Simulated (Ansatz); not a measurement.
Geometry optimisation, Ansatz 0.2.0, RKS CAM-B3LYP-D4/6-31G*.

Input:

```yaml
crystal:
  periodic: [false, false, false]
  atoms:
    - { symbol: B, position_ang: [-1.4282, 1.7481, 0.3531] }
    - { symbol: Si, position_ang: [-0.1989, 0.5351, -0.3963] }
    - { symbol: F, position_ang: [1.1414, 1.3818, -0.9202] }
    - { symbol: O, position_ang: [0.3184, -0.598, 0.8212] }
    - { symbol: C, position_ang: [1.018, -1.6296, 0.2133] }
    - { symbol: H, position_ang: [-1.9045, 2.6791, -0.3342] }
    - { symbol: H, position_ang: [-1.8018, 1.689, 1.4675] }
    - { symbol: H, position_ang: [-0.7702, -0.1326, -1.5492] }
    - { symbol: H, position_ang: [1.3035, -2.3351, 1.0589] }
    - { symbol: H, position_ang: [1.9627, -1.2169, -0.1752] }
    - { symbol: H, position_ang: [0.425, -2.1778, -0.5185] }
basis:
  gaussian: { orbitals: "6-31G*" }
hamiltonian:
  xc: cam_b3lyp
  dispersion: d4
relax:
  f_tol: 0.02
  max_steps: 50
```

Run as:

```bash
$ ansatz run input.yaml --threads 2 --pin off --max-ram 3072MiB --backend cpu --events-out ev --progress --plain --runs-dir out
```

**Question.** Where does it end, and by what steps?

**Answer.** It converged. The force dipped under the threshold on the way, but the program's further checks kept it going. After 12 steps the energy has fallen by 0.577 eV; H10 moved furthest, 0.39 Å.

```json
{"step": "0", "energy less start (eV)": "0.0000", "largest force component (eV/Å)": "3.162", "accepted": "yes"}
{"step": "1", "energy less start (eV)": "-0.4422", "largest force component (eV/Å)": "1.980", "accepted": "yes"}
{"step": "2", "energy less start (eV)": "-0.5452", "largest force component (eV/Å)": "0.315", "accepted": "yes"}
{"step": "3", "energy less start (eV)": "-0.5538", "largest force component (eV/Å)": "0.407", "accepted": "yes"}
{"step": "4", "energy less start (eV)": "-0.5731", "largest force component (eV/Å)": "0.080", "accepted": "yes"}
{"step": "5", "energy less start (eV)": "-0.5744", "largest force component (eV/Å)": "0.057", "accepted": "yes"}
{"step": "6", "energy less start (eV)": "-0.5753", "largest force component (eV/Å)": "0.024", "accepted": "yes"}
{"step": "7", "energy less start (eV)": "-0.5760", "largest force component (eV/Å)": "0.050", "accepted": "yes"}
{"step": "8", "energy less start (eV)": "-0.5737", "largest force component (eV/Å)": "0.247", "accepted": "no"}
{"step": "9", "energy less start (eV)": "-0.5764", "largest force component (eV/Å)": "0.018", "accepted": "yes"}
{"step": "10", "energy less start (eV)": "-0.5768", "largest force component (eV/Å)": "0.040", "accepted": "yes"}
{"step": "11", "energy less start (eV)": "-0.5766", "largest force component (eV/Å)": "0.069", "accepted": "no"}
{"step": "12", "energy less start (eV)": "-0.5770", "largest force component (eV/Å)": "0.007", "accepted": "yes"}
```

```xyz
11
Properties=species:S:1:pos:R:3
B -1.474 1.845 0.421
Si -0.217 0.563 -0.483
F 1.008 1.381 -1.147
O 0.360 -0.509 0.620
C 1.098 -1.667 0.272
H -1.940 2.759 -0.189
H -1.807 1.711 1.558
H -0.845 -0.202 -1.600
H 1.037 -2.375 1.101
H 2.151 -1.419 0.097
H 0.693 -2.144 -0.630
```

Whether the end is a true minimum wasn't checked by a vibrational analysis.

The run took 41 s on 2 threads of Arm Neoverse V2, on a shared host, peak memory 0.22 GiB.
